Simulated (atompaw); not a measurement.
# boron (B): one change to a PAW (atompaw) potential, before and after

B (Z = 5), PAW, made with atompaw 4.2.0.5 (PBEsol, scalar-relativistic). Core [He], reference 2s1.75 2p1.25. Waves: 2s (bound): rc 3.00 bohr; 2s channel at -0.3 Ry: rc 3.00 bohr; 2p (bound): rc 3.00 bohr; 2p channel at 0.65 Ry: rc 3.00 bohr. Local part: troulliermartins scheme with l = 2 at 0 Ry, radius 2.00 bohr. Core correction: smooth core density matched at 2.45 bohr. Augmentation charge: sinc compensation charge, radius 2.95 bohr; PAW radius 3.00 bohr; waves and projectors: custom polynom vanderbiltortho.

Change: local potential bessel scheme, radius 2.00 bohr.

Cutoffs: the cutoffs (Ry, on a coarse ladder) from which the occupation-weighted sum of valence levels, in a spherical-Bessel basis at the reference potential, stays within 10 and 1 mRy of its value at 400 Ry; they do not see the model core or the augmentation charge, which bear on the density cutoff.

**Question.** What does the change do?

**Answer.** Both files are so soft that the ladder of cutoffs tells neither apart; the range in which the s phases agree narrows (upper end 4.6 → 1.4); the range in which the p phases agree narrows (upper end at the end of the scan → 1.4); neither file shows a bound ghost.

| quantity | base | changed |
| --- | --- | --- |
| cutoff, loose | 6 Ry | 6 Ry |
| cutoff, tight | 8 Ry | 8 Ry |
| bound ghosts | none | none |
| s: phases at 3.02 bohr within 0.05 rad from the reference energy up to (Ry; the scan ends near 5) | 4.6 | 1.4 |
| p: phases at 3.02 bohr within 0.05 rad from the reference energy up to (Ry; the scan ends near 5) | to the end of the scan | 1.4 |
| lowest overlap eigenvalue by channel | s 0.88, p 0.91 | s 0.95, p 0.94 |

 The cutoffs see the waves, projectors and local potential, not the compensation charge or the core.
